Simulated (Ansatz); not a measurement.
Total energies of BBr₃ from Ansatz at HF/def2-TZVP, gas phase (1 Eh = 27.2114 eV = 2625.5 kJ/mol). The reference geometry is relaxed at PBE0-D4/def2-SVP.

```json
{"state": "charge 0 singlet", "geometry": "reference", "energy (Eh)": "-7742.04334"}
{"state": "charge 1 doublet", "geometry": "reference", "energy (Eh)": "-7741.66763"}
{"state": "free B atom (doublet)", "geometry": "–", "energy (Eh)": "-24.53233"}
{"state": "free Br atom (doublet)", "geometry": "–", "energy (Eh)": "-2572.39810"}
```

Task: Work out the vertical ionisation energy to the doublet.

Result: E(charge 1 doublet) − E(charge 0 singlet) = -7741.66763 − (-7742.04334) = 0.37571 Eh = 10.22 eV. For comparison, −ε of the highest occupied level is 11.23 eV at this level, 1.01 eV more.

Task: What is the binding energy per atom against free atoms?

Result: Atoms: 1 × (-24.53233) + 3 × (-2572.39810) = -7741.72663 Eh. Binding: -7741.72663 − (-7742.04334) = 0.31671 Eh = 8.62 eV, or 2.15 eV for each of 4 atoms (no zero-point energy, no counterpoise term).
